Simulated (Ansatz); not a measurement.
`C=C[SiH2]O[SiH3]` + `[CH3][Al]([OH])[SiH3]` → `[CH3][Al]([SiH3])[O][SiH3]` + `C=C[SiH2]O`  (ligand exchange at the Si–O bond)

Program: Ansatz. Geometries: PBE0-D4/def2-TZVP. ΔE: electronic, gas phase. CBS: MP2 limit from def2 TZ/QZ plus the TZ coupled-cluster correction, frozen cores. Functionals use def2-TZVPP. B3LYP here is the variant with VWN-RPA as its local correlation; programs differ in this. Each species was taken in one conformer, which may not be the lowest.

Question: Is it downhill or uphill in electronic energy at CCSD(T)/CBS, and by how much? (Estimate.)

Answer: The calculation gave: Nearly level: ΔE = -0.02 eV.

Question: What do these levels give: revPBE-D4, BLYP-D4, B3LYP-D4, ωB97X-V, r2SCANh, r2SCAN0, BHLYP, RPA@PBE/def2-TZVPP, CCSD/def2-SVP, CCSD(T)/def2-SVP, SCS-MP2/def2-TZVPP, MP2/CBS(def2)? (An estimate is asked.)

Answer: The calculation gave: revPBE-D4 -0.02, BLYP-D4 -0.01, B3LYP-D4 -0.02, ωB97X-V -0.03, r2SCANh -0.04, r2SCAN0 -0.04, BHLYP -0.05, RPA@PBE/def2-TZVPP -0.04, CCSD/def2-SVP -0.06, CCSD(T)/def2-SVP -0.05, SCS-MP2/def2-TZVPP -0.04, MP2/CBS(def2) -0.02 eV.

Largest T1 diagnostic among the species: 0.013.

Leaving LDA and LC-ωPBE aside and taking each functional with its dispersion term where it has one, the values, not all of them listed here, spread over 0.03 eV, from B97M-V to BLYP-D4.
